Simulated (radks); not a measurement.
Values are calculated unless marked as measured or tabulated.
Ba53+, configuration 1s1.5 2s1 3s0.5 (fractional occupations, a model configuration). Level of theory: scalar-relativistic Kohn-Sham, r2SCAN, spin-polarised, spherical densities, finite nucleus; open shells are filled with parallel spins first (spin-orbit coupling, left out, can overturn this in heavy ions); meta-GGA in the generalised Kohn-Sham scheme; Fermi nuclear charge, rms radius 4.8378 fm (a radial shooting solver on a logarithmic mesh with Libxc functionals).

Local quantities along the radius. ELF = 1/(1 + alpha^2) is the electron localisation function; alpha = (tau - tau_W)/tau_unif compares the Pauli kinetic energy density with that of the uniform gas (summed over spins); s = |grad rho|/(2 (3 pi^2)^(1/3) rho^(4/3)) is the reduced gradient. tau is taken from the large components.

r (bohr),ELF,alpha,s
0.001905,1.000,0.0001475,0.6827
0.002346,1.000,0.0001856,0.6440
0.002911,1.000,0.0002442,0.6153
0.003613,1.000,0.0003347,0.5972
0.004449,1.000,0.0004736,0.5895
0.005521,1.000,0.0007146,0.5915
0.006853,1.000,0.001143,0.6044
0.008505,1.000,0.001954,0.6301
0.01047,1.000,0.003521,0.6698
0.013,1.000,0.007089,0.7315
0.01613,1.000,0.01589,0.8225
0.02002,0.998,0.04052,0.9558
0.02465,0.987,0.1151,1.141
0.03059,0.865,0.3956,1.405
0.03796,0.325,1.440,1.667
0.04712,0.076,3.488,1.555
0.05801,0.124,2.663,0.9118
0.072,0.638,0.7532,0.6415
0.08936,0.930,0.2744,0.9116
0.11,0.784,0.5255,1.390
0.1365,0.154,2.348,1.845
0.1695,0.038,5.056,1.403
0.2103,0.191,2.056,1.013
0.259,0.824,0.4629,1.704
0.3214,0.987,0.1165,3.349
0.3989,0.999,0.03832,7.228
0.495,1.000,0.01654,18.76
0.6095,1.000,0.009602,60.20

On this mesh the ELF has minima near r = 0.052, 0.17 bohr, which separate the shells, and maxima near 0.089 (0.93).
